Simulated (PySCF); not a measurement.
B(H)(OMe)(SH), CH5BOS, SMILES COBS, singlet, PBE0/def2-SVP optimised geometry.

```
9

B     -0.33     0.50     0.00
H     -0.88     1.57     0.00
O      1.02     0.50     0.00
C      1.84    -0.64     0.00
H      2.46    -0.64    -0.90
H      2.49    -0.61     0.88
H      1.25    -1.57     0.03
S     -1.29    -1.04     0.00
H     -2.49    -0.42     0.00
```

Density from PBE0/def2-TZVP (PySCF) at that geometry.

Minimum of the electron density along straight lines between bonded atoms, close to the bond critical point (lines longer than 1.1 times the sum of covalent radii, or with two minima, are not listed):

```tsv
bond	length / Å	ρ at the minimum / e bohr⁻³	∇²ρ there / e bohr⁻⁵	position (fraction from the first atom)
B1–H2	1.206	0.184	-0.41	0.44
B1–O3	1.344	0.214	1.11	0.33
O3–C4	1.404	0.259	-0.47	0.66
C4–H5	1.101	0.280	-0.98	0.65
C4–H6	1.101	0.280	-0.98	0.65
C4–H7	1.103	0.278	-0.96	0.65
B1–S8	1.821	0.150	-0.22	0.30
S8–H9	1.348	0.214	-0.62	0.65
```
